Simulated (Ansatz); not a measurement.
Basis-set extrapolation for `C1[SiH2]CS1` (PBE0-D4/def2-TZVP geometry, frozen core, Ansatz 0.2.0). Multiplicity 1, RHF reference.

```csv
,def2-TZVPP,def2-QZVPP
HF,-765.729226,-765.753175
MP2 correlation,-0.639468,-0.685934
CCSD(T) correlation,-0.719382,not run
```

Energies in hartree. Use E(X) = E(∞) + A·exp(−7.88·√X) for Hartree–Fock and E(X) = E(∞) + B·X^(−2.97) for correlation, with X = 3 and 4, and add CCSD(T) minus MP2 of the smaller set to the MP2 limit.

Question: What is the CCSD(T) energy at the basis-set limit?

Answer: HF limit: -765.753175 + (-0.023949) × 0.13774 = -765.75647. MP2 limit: -0.685934 + (-0.046466) × 0.74074 = -0.72035. Higher-order term: -0.719382 − (-0.639468) = -0.07991. Total: -766.55673 hartree, 67.8 kcal/mol below CCSD(T)/def2-TZVPP.
